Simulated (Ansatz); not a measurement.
A nudged elastic band was laid between two geometries of CH4Te2 (7 atoms, charge 0, multiplicity 1).

The calculation used RKS PBE0/def2-SVP (Ansatz 0.2.0).

```json
{
 "movable images": "7",
 "climbing image": "yes",
 "spring": "5.0 eV/Å²",
 "optimiser": "quadratic models (default)",
 "start path": "through a guess of the saddle point",
 "force threshold": "0.05 eV/Å",
 "iteration limit": "42",
 "end points": "relaxed"
}
```

Initial state:

```xyz
7
Properties=species:S:1:pos:R:3
C -1.099 0.415 -0.230
Te 0.020 -0.284 1.484
Te 2.011 -1.566 0.167
H -0.510 1.157 -0.783
H -2.014 0.880 0.164
H -1.359 -0.435 -0.871
H 3.013 -0.236 0.023
```

Final state:

```xyz
7
Properties=species:S:1:pos:R:3
C -1.064 0.489 -0.250
Te 0.398 0.560 1.342
Te 1.796 -1.673 0.702
H -1.771 1.310 -0.060
H -1.593 -0.471 -0.223
H -0.570 0.637 -1.217
H 2.865 -0.920 -0.340
```

Problem. Which bonds break or form, and what moves?

Solution. No bond is made or broken. The dihedral H6–C1–Te2–Te3 goes from 56 to -66°. The two ends are copies of one structure, up to a mirror image or an exchange of like atoms.

Problem. Give the energies along the band, and the barrier.

Solution. It converged. The highest image is number 4 of 0 to 8, 0.025 eV above the ends, which have the same energy within 2 meV. A vibrational analysis at the climbing image gives one clearly imaginary mode, 105i cm⁻¹: a first-order saddle point.

```tsv
image	path coordinate (Å)	energy (eV)	dihedral H6–C1–Te2–Te3 (°)
0	0.00	0.000	56
1	0.39	0.004	41
2	0.78	0.013	26
3	1.16	0.022	10
4	1.55	0.025	-5
5	1.94	0.022	-21
6	2.33	0.013	-36
7	2.72	0.004	-51
8	3.11	0.000	-66
```

Problem. What is the geometry of the highest image?

Solution. 
```xyz
7
Properties=species:S:1:pos:R:3:forces:R:3
C -1.084 0.505 -0.225 -0.01 -0.01 -0.01
Te 0.210 0.161 1.482 0.01 0.00 0.00
Te 1.837 -1.732 0.428 -0.01 0.00 0.00
H -1.065 1.573 -0.474 0.01 0.01 -0.01
H -2.103 0.181 0.020 -0.01 -0.01 0.01
H -0.694 -0.084 -1.064 0.00 0.01 0.00
H 2.959 -0.672 -0.213 0.00 0.00 0.00
```

Problem. What are the harmonic wavenumbers there?

Solution. 105i, 142, 203, 247, 523, 598, 821, 837, 1233, 1430, 1436, 2107, 3085, 3217, 3220 cm⁻¹.

Time of the run: 4 min on 1 thread of Intel(R) Xeon(R) Platinum 8488C (Sapphire Rapids), on a shared host, peak memory 0.22 GiB.
